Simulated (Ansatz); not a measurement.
The lowest singlet and triplet of C3H4O (SMILES [CH2]C([CH2])=O); geometries from B3LYP-D3(BJ)/def2-TZVP, each state relaxed from the structure named, with no frequency check, low spin by broken symmetry.
Singlet at the triplet's geometry (charge 0, multiplicity 1):
```xyz
8

C      1.09607    -0.71669     0.49568
C      0.01087     0.06468    -0.01627
C     -1.29843    -0.48750    -0.19269
O      0.21438     1.27566    -0.32098
H      2.06178    -0.24637     0.60719
H      0.97522    -1.75552     0.77101
H     -2.07800     0.14987    -0.58291
H     -1.52504    -1.51621     0.05223
```

A positive gap puts the triplet lower; no zero-point energy. R- takes a restricted singlet, here one determinant of a half-filled degenerate or near-degenerate pair, which mixes singlet states. U- takes an unrestricted singlet (broken symmetry where lower, unprojected). The triplet is unrestricted in single-reference levels. Active spaces average the two states.

Cores are frozen in the correlated methods.

Programs: Ansatz (a quantum-chemistry and plane-wave program). 

| level | gap E(singlet) − E(triplet), vertical, at the triplet's geometry (kJ/mol) |
|---|---|
| R-SVWN5/def2-TZVPP | 9.9 |
| U-r2SCAN/def2-TZVPP (spin-contaminated) | 9.0 |
| R-PBE0/def2-TZVPP | 86.5 |
| U-BHLYP/def2-TZVPP (spin-contaminated) | 28.0 |
| R-wB97M-V/def2-TZVPP | 83.5 |
| R-B2PLYP/def2-TZVPP | 48.8 |
| U-B2PLYP/def2-TZVPP (spin-contaminated) | 3.9 |
| SA-CASSCF(4,4)/cc-pVDZ | (withheld) |
| FIC-MRCISD+Q on SA-CASSCF(4,4)/cc-pVDZ | (withheld) |

Q: Complete the blanks.

A: 
- SA-CASSCF(4,4)/cc-pVDZ, gap E(singlet) − E(triplet), vertical, at the triplet's geometry (kJ/mol): 38.6
- FIC-MRCISD+Q on SA-CASSCF(4,4)/cc-pVDZ, gap E(singlet) − E(triplet), vertical, at the triplet's geometry (kJ/mol): 29.3

Doubts at one or more of the structures used: a restricted determinant that unrestricted orbitals would lower (R-SVWN5/def2-TZVPP, R-PBE0/def2-TZVPP, R-wB97M-V/def2-TZVPP, R-B2PLYP/def2-TZVPP).
